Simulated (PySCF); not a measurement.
AlH₃O₃, SMILES [OH][Al]([OH])[OH]. Coordinates come from a B3LYP-D3(BJ)/def2-SVP optimisation. The isomer is the one that the SMILES or the coordinates give; other isomers of the formula were not compared. Other conformers were not sampled.

The numbers are results of PySCF with B3LYP-D3(BJ)/def2-SVP, not measurements.

Harmonic wavenumbers (cm⁻¹): 233, 234, 280, 323, 338, 339, 584, 602, 602, 707, 957, 957, 3924, 3924, 3926. Rotational constants (GHz): 6.504, 6.504, 3.252; symmetry number 3.

Q: Work out the zero-point energy and the ideal-gas rigid-rotor harmonic-oscillator thermochemistry at 298.15 K and 1 atm.

A: ZPE = ½ Σ hcν = ½ × 17931 cm⁻¹ = 25.63 kcal/mol. H − E(el) = 30.07 kcal/mol. Entropy in cal/(mol K): translation 38.98, rotation 23.08, vibration 10.86, total 72.92. G − E(el) = 8.33 kcal/mol. Cp = 22.85 cal/(mol K).
